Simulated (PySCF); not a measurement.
**IO₃Br: adding exact exchange**

Base calculation in PySCF with density fitting and no spin–orbit coupling, PBE/def2-SVP (scalar-relativistic core potentials): singlet, C3v, I–Br 2.598 Å, I–O 1.822 Å (×3); Br–I–O 103.6° (×3), O–I–O 114.6° (×3); wavenumbers 128 (×2), 185, 246 (×2), 262, 776, 835 (×2) cm⁻¹; dipole moment 1.25 D, gap between the highest occupied and lowest empty levels 1.86 eV, polar-tensor charge of I 1.79 e, atomisation energy (no zero-point energy) 886 kJ/mol.

Task: What changes on going to PBE0/def2-SVP (scalar-relativistic core potentials)?

Result: The point group stays the same. Changes: mean bond to I -0.041 Å, smallest bond angle +0.2 degrees, highest wavenumber +53 cm⁻¹, lowest wavenumber +18 cm⁻¹, dipole moment +0.53 D, gap between the highest occupied and lowest empty levels +2.74 eV, polar-tensor charge of I +0.20 e, atomisation energy (no zero-point energy) -261 kJ/mol. The new structure has I–Br 2.526 Å, I–O 1.791 Å (×3); Br–I–O 103.8° (×3), O–I–O 114.5° (×3), with wavenumbers 146 (×2), 209, 266 (×2), 291, 829, 888 (×2) cm⁻¹. Exact exchange shortens and stiffens the bonds and opens the gap, the usual pattern.

The structures come from searches over a few start shapes, so lower isomers are not excluded.
